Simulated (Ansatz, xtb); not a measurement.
## Two isomers of C4H9ClSi

We compare I, `C/C=C/[Si@H](C)Cl`, a singlet, with II, `Cl[SiH]1CCCC1`, a singlet. Both are isolated molecules in the gas phase, relaxed with r2SCAN-D4/def2-SVP; the shapes shown needn't be the lowest conformers.

I (Å):

```xyz
15

C    -1.0727   -2.4824   -0.2487
C    -0.5395   -1.2301    0.3655
C     0.7230   -0.7719    0.2590
C     2.0692    1.9821   -0.1777
Cl    2.7452    0.3750    2.4922
Si    1.2910    0.8070    1.0481
H    -1.4692   -3.1595    0.5277
H    -0.3023   -3.0199   -0.8212
H    -1.9196   -2.2607   -0.9213
H    -1.2652   -0.6491    0.9562
H     1.4396   -1.3689   -0.3264
H     0.1364    1.4352    1.7539
H     2.4345    2.8926    0.3227
H     1.3373    2.2772   -0.9473
H     2.9250    1.5051   -0.6815
```

II (Å):

| atom | x (Å) | y (Å) | z (Å) |
| --- | --- | --- | --- |
| C | -0.5699 | 0.4696 | 3.1173 |
| C | 0.5295 | 0.3599 | 2.0404 |
| C | -0.0608 | 0.8280 | 0.7000 |
| C | -1.3938 | 0.0853 | 0.4567 |
| Cl | -2.5696 | -2.0982 | 2.6118 |
| Si | -2.1149 | -0.1021 | 2.1959 |
| H | -3.3515 | 0.6800 | 2.4808 |
| H | -0.3459 | -0.0992 | 4.0330 |
| H | -0.7082 | 1.5257 | 3.4156 |
| H | 1.4309 | 0.9371 | 2.3081 |
| H | 0.8463 | -0.6955 | 1.9466 |
| H | 0.6500 | 0.6758 | -0.1298 |
| H | -0.2494 | 1.9164 | 0.7549 |
| H | -1.2064 | -0.9255 | 0.0528 |
| H | -2.0502 | 0.6004 | -0.2624 |

Quicker runs give these differences E(II) − E(I): GFN2-xTB −23.2 kcal/mol; HF/STO-3G −37.7 kcal/mol (at GFN2-xTB geometries); r2SCAN-D4/def2-SVP//GFN2-xTB −12.7 kcal/mol.

Task: Estimate E(II) − E(I) at the level CCSD(T)/def2-SVP + ΔMP2/def2-TZVPP.

Result: Calculated at CCSD(T)/def2-SVP + ΔMP2/def2-TZVPP: E(II) − E(I) = −9.7 kcal/mol, so structure II lies lower.

The same difference at several levels:

```
                             level            geometry  E(II) − E(I) (kcal/mol)  departure from the last row (kcal/mol)  job, with rough time for the two
                          GFN2-xTB            GFN2-xTB                     −23.2                                   −13.4              optimisation, 0.12 s
                         HF/STO-3G            GFN2-xTB                     −37.7                                   −27.9               single point, 0.3 s
      r2SCAN-D4/def2-SVP//GFN2-xTB            GFN2-xTB                     −12.7                                    −3.0               single point, 3.2 s
                r2SCAN-D4/def2-SVP  r2SCAN-D4/def2-SVP                     −12.6                                    −2.8                optimisation, 42 s
                       HF/def2-SVP  r2SCAN-D4/def2-SVP                      −6.5                                    +3.3           part of the CCSD(T) run
                      MP2/def2-SVP  r2SCAN-D4/def2-SVP                     −13.5                                    −3.7           part of the CCSD(T) run
                  CCSD(T)/def2-SVP  r2SCAN-D4/def2-SVP                     −11.3                                    −1.5                      single point
CCSD(T)/def2-SVP + ΔMP2/def2-TZVPP  r2SCAN-D4/def2-SVP                      −9.7                                                        single point, 44 s
```

As drawn, II has 2 C–C in place of 1 C=C. Structure I has no ring, II a 5-membered ring.

The levels shown agree on the order. The largest departure from CCSD(T)/def2-SVP + ΔMP2/def2-TZVPP is that of HF/STO-3G, 27.9 kcal/mol. The last row adds to CCSD(T) the change of the MP2 difference between the two basis sets, here +1.5 kcal/mol.

With thermal terms from frequencies at re-optimised GFN2-xTB minima (ideal gas, soft modes damped towards free rotors, one conformer each, 298.15 K, 1 atm): the zero-point term adds +3.5 kcal/mol; ΔH is −7.8 and ΔG −4.2 kcal/mol.

The correlated steps freeze 14 core orbitals. Mirror images aren't counted in ΔG. Run with Ansatz 0.2.0, xtb 6.7.1; the last row on 4 threads of Arm Neoverse V2 on a shared host.
